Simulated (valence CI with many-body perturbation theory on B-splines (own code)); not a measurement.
## Tl LI: electric-dipole lines

Computed by configuration interaction combined with many-body perturbation theory (CI+MBPT): three valence electrons over a frozen Dirac-Fock core [Ar] 3d10, a basis of 11 s, 11 p, 10 d, 8 f, 5 g, 2 h functions for each j, with the one-electron correlation potential Σ1 (screened to all orders), the two-electron term Σ2, the three-electron term Σ3, Breit, model QED; selected single and double excitations, second order for the rest, scaled by the run's own slope (own B-spline code, finite nucleus).

No measured spectrum was set against this ion. As an estimate, large intervals hold to a few tenths of a per cent, small ones and those within an open d or f shell to about a per cent.

Lines 1 to 50 of 548 in falling wavelength, among levels below 8598.7 × 10³ cm⁻¹, chosen from the strongest by gf and those to the six lowest levels. Wavelengths and rates use the calculated energies. Electric multipoles are in the length gauge with retardation, E1 and E2 with the static RPA response of the core. Weak lines are less certain than strong ones. Lines between different terms over intervals too small for the method are left out, as are lines whose strength nearly cancels. Where a level lies close to another of its J and parity, the split of strength between their lines is uncertain.

Levels are named by their leading jj configuration (3d3/2^4 stands for four electrons in 3d with j = 3/2), which in mixed levels can hold well under half, so a name can repeat and another be missing. Letters in brackets count levels of one name in rising energy.

```tsv
λ vac (nm)	Upper	Lower	A (s⁻¹)	log gf	Branch %
28.30	(4s^2 4p3/2) J=3/2	(4s 4p1/2^2) J=1/2	9.18e+06	-3.36	31.6
12.43	(4s 4p1/2 4p3/2) J=3/2 [a]	(4s^2 4p3/2) J=3/2	3.27e+09	-1.52	30.5
11.83	(4p1/2 4d3/2 4d5/2) J=9/2	(4s 4d3/2 4d5/2) J=7/2 [b]	1.27e+10	-0.58	4.3
11.78	(4p1/2 4p3/2 4f5/2) J=9/2	(4s 4p3/2 4f7/2) J=7/2 [b]	1.29e+10	-0.57	1.3
11.74	(4p1/2 4p3/2 4d5/2) J=7/2 [b]	(4s 4p3/2 4d5/2) J=5/2 [b]	1.78e+10	-0.53	1.3
11.55	(4p1/2 4p3/2 4f7/2) J=11/2	(4s 4p3/2 4f7/2) J=9/2 [b]	2.30e+10	-0.26	2.8
11.47	(4p1/2 4d5/2^2) J=9/2	(4s 4d5/2^2) J=7/2 [b]	2.30e+10	-0.34	2.1
11.42	(4s 4p1/2 4f5/2) J=7/2	(4s^2 4f5/2) J=5/2	2.37e+10	-0.43	8.5
11.36	(4s 4p1/2 4d5/2) J=7/2	(4s^2 4d5/2) J=5/2	2.23e+10	-0.46	6.0
11.32	(4s 4p1/2 4p3/2) J=5/2	(4s^2 4p3/2) J=3/2	1.92e+10	-0.66	100.0
11.25	(4p1/2 4d3/2 4d5/2) J=9/2	(4s 4d3/2 4d5/2) J=9/2	1.46e+10	-0.56	5.0
11.16	(4s 4p1/2 4f7/2) J=9/2	(4s^2 4f7/2) J=7/2	2.81e+10	-0.28	12.8
11.14	(4p1/2 4p3/2 4d5/2) J=9/2	(4s 4p3/2 4d5/2) J=7/2 [a]	1.35e+10	-0.60	2.1
11.05	(4p1/2 4d5/2^2) J=5/2	(4s 4d5/2^2) J=3/2	2.32e+10	-0.59	2.3
10.95	(4s 4p1/2 4f7/2) J=7/2 [b]	(4s^2 4f7/2) J=7/2	2.47e+10	-0.45	8.7
10.86	(4s 4p1/2 4f5/2) J=5/2 [b]	(4s^2 4f5/2) J=5/2	2.41e+10	-0.59	6.0
10.82	(4s 4p1/2 4f7/2) J=5/2	(4s^2 4f7/2) J=7/2	2.69e+10	-0.55	6.8
10.78	(4p1/2^2 4p3/2) J=3/2	(4s 4p1/2 4p3/2) J=3/2 [b]	2.18e+10	-0.82	3.4
10.75	(4s 4p1/2^2) J=1/2	(4s^2 4p1/2) J=1/2	4.34e+10	-0.82	100.0
10.70	(4s 4p1/2 4d5/2) J=5/2 [b]	(4s^2 4d5/2) J=5/2	2.23e+10	-0.64	5.4
10.60	(4p1/2^2 4d5/2) J=5/2	(4s 4p1/2 4d5/2) J=3/2	2.60e+10	-0.58	5.7
10.50	(4p1/2 4d5/2^2) J=9/2	(4s 4d5/2^2) J=9/2	2.10e+10	-0.46	1.9
10.49	(4p1/2 4p3/2 4d3/2) J=7/2	(4s 4p3/2 4d3/2) J=7/2	2.13e+10	-0.55	1.9
10.44	(4p1/2^2 4d5/2) J=5/2	(4s 4p1/2 4d5/2) J=5/2 [b]	3.30e+10	-0.49	7.2
10.39	(4p1/2 4p3/2 4f5/2) J=7/2 [a]	(4s 4p3/2 4f5/2) J=7/2	2.07e+10	-0.57	1.7
10.34	(4p1/2^2 4f5/2) J=5/2	(4s 4p1/2 4f5/2) J=3/2	3.44e+10	-0.48	6.3
10.33	(4p1/2 4p3/2 4f7/2) J=5/2 [b]	(4s 4p3/2 4f7/2) J=3/2	2.94e+10	-0.55	2.9
10.28	(4p1/2 4d3/2^2) J=3/2	(4s 4d3/2^2) J=5/2	4.32e+10	-0.56	1.3
10.26	(4p1/2^2 4f5/2) J=5/2	(4s 4p1/2 4f5/2) J=5/2 [b]	4.44e+10	-0.38	8.1
10.26	(4p1/2 4d5/2^2) J=7/2	(4s 4d5/2^2) J=9/2	4.23e+10	-0.27	2.7
10.21	(4p1/2^2 4f7/2) J=7/2	(4s 4p1/2 4f7/2) J=5/2	4.34e+10	-0.27	11.7
10.19	(4p1/2 4p3/2 4d5/2) J=3/2 [a]	(4s 4p3/2 4d5/2) J=5/2 [a]	4.53e+10	-0.55	3.8
10.17	(4p1/2 4p3/2 4f7/2) J=7/2 [b]	(4s 4p3/2 4f7/2) J=5/2 [a]	2.15e+10	-0.57	2.0
10.10	(4p1/2^2 4f7/2) J=7/2	(4s 4p1/2 4f7/2) J=7/2 [b]	4.90e+10	-0.22	13.2
10.08	(4s 4p1/2 4p3/2) J=3/2 [b]	(4s^2 4p3/2) J=3/2	2.82e+10	-0.77	3.6
10.07	(4p1/2 4p3/2 4d5/2) J=5/2 [a]	(4s 4p3/2 4d5/2) J=5/2 [a]	2.88e+10	-0.58	2.7
10.04	(4p1/2 4p3/2 4f7/2) J=7/2 [a]	(4s 4p3/2 4f7/2) J=9/2 [a]	4.38e+10	-0.28	4.8
10.02	(4p1/2 4p3/2 4f5/2) J=9/2	(4s 4p3/2 4f7/2) J=9/2 [a]	2.19e+10	-0.48	2.1
9.958	(4p1/2 4p3/2 4f7/2) J=9/2 [a]	(4s 4p3/2 4f7/2) J=11/2	2.71e+10	-0.39	2.7
9.928	(4p1/2^2 4f7/2) J=7/2	(4s 4p1/2 4f7/2) J=9/2	6.60e+10	-0.11	17.8
9.904	(4p1/2 4p3/2 4f5/2) J=7/2 [b]	(4s 4p3/2 4f5/2) J=9/2	3.91e+10	-0.34	2.4
9.887	(4s 4p1/2 4p3/2) J=1/2	(4s^2 4p3/2) J=3/2	3.60e+10	-0.98	2.5
9.882	(4p1/2^2 4d5/2) J=5/2	(4s 4p1/2 4d5/2) J=7/2	6.82e+10	-0.22	14.8
9.872	(4p1/2 4d3/2 4d5/2) J=7/2 [b]	(4s 4d3/2 4d5/2) J=9/2	4.59e+10	-0.27	2.5
9.866	(4p1/2^2 4d3/2) J=3/2	(4s 4p1/2 4d3/2) J=5/2	7.50e+10	-0.36	41.1
9.815	(4p1/2 4p3/2 4f7/2) J=9/2 [b]	(4s 4p3/2 4f7/2) J=11/2	2.70e+10	-0.41	3.1
9.805	(4p1/2^2 4f5/2) J=5/2	(4s 4p1/2 4f5/2) J=7/2	6.81e+10	-0.23	12.4
9.794	(4p1/2 4p3/2 4f7/2) J=5/2 [a]	(4s 4p3/2 4f7/2) J=7/2 [a]	2.90e+10	-0.60	2.3
9.738	(4p1/2 4p3/2 4f7/2) J=11/2	(4s 4p3/2 4f7/2) J=11/2	3.36e+10	-0.24	4.1
9.699	(4p1/2 4p3/2 4d5/2) J=7/2 [a]	(4s 4p3/2 4d5/2) J=9/2	5.62e+10	-0.20	5.4
```

**Question.** How does gf follow from A for the line at 10.21 nm?

**Answer.** gf = 1.4992 × (2J+1)_upper × A / σ², with σ = 978960 cm⁻¹ and 2J+1 = 8: gf = 0.543.
